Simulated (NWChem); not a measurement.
Molecule: BeSiH₄O; SMILES [BeH][O][SiH3]

```xyz
7

Be     0.0000     0.0000    -2.1127
H      0.0000     0.0000    -3.4412
O      0.0000     0.0000    -0.7049
Si     0.0000     0.0000     0.9405
H     -1.2773    -0.5628     1.4547
H      0.1512     1.3875     1.4547
H      1.1260    -0.8247     1.4547
```
Atoms are numbered in this order, from 1.

Computed with NWChem. Medium grid unless said otherwise, to which SCAN and Minnesota functionals are sensitive. Structure relaxed at the B3LYP/6-31G* (spherical d) level. Hybrids' shares of exact exchange are those that their runs print; pure functionals count as 0. The functionals differ in more than this share.

```csv
row,share of exact exchange,highest occupied level (eV)
PBE/def2-SVP,0.00,-7.57
MN15-L/def2-SVP,0.00,-8.12
TPSSh/def2-SVP,0.10,-8.32
B3LYP/def2-SVP,0.20,-8.74
B3PW91/def2-SVP,0.20,-8.75
MN15/def2-SVP,0.44,withheld
```

Task: Fit a straight line of the last column on the one before it, predict the withheld value, and compare with the run.

Result: 
1. Means of the 5 shown rows: x = 0.100, y = -8.300. Slope Σ(x − x̄)(y − ȳ)/Σ(x − x̄)² = -0.1800/0.04000 = -4.500; intercept -7.850.
2. The shown rows scatter about the line by 0.174 (root mean square); the largest residual is +0.28, at PBE/def2-SVP.
3. At x = 0.44 (MN15/def2-SVP; beyond the shown range) the line gives -9.83.
4. The run gives -9.69, +0.14 from the line, 0.8 times the scatter.
